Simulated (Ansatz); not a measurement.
A structure relaxed at PBE-D4/def2-SVP in Ansatz, charge -1, doublet:

```xyz
9

Zr   -0.712   -0.044    1.110
Zr   -0.639   -0.720   -2.190
Zr    2.075   -1.097   -0.462
O    -0.736    0.763   -3.165
O     3.276    0.206   -0.615
O    -0.962    1.763    1.893
O    -1.709   -0.600   -0.520
O     1.041   -0.979    1.230
O    -1.634    0.707    2.720
```

**Question.** Give its formula and point group.

**Answer.** the cluster Zr₃O₆⁻. Point group Cs (tolerance 0.1 Å).

**Question.** Summarise the bond lengths by kind (pairs closer than 1.2 times the sum of covalent radii, bridged metal pairs left out).

**Answer.** 8 × O–Zr 1.78 to 2.00 Å; 1 × Zr–Zr 3.24 Å; 1 × O–O 1.50 Å.

In the def2 sets Zr takes a core potential; there is no spin–orbit coupling. The structure holds 1 bond(s) between oxygen atoms. The relaxation made no stability test and no search for a lower SCF solution. No other spin state of charge -1 was run. Another isomer (doublet) lies 5.23 eV lower at PBE0-D4/def2-TZVPD; other spin states weren't run for this one.
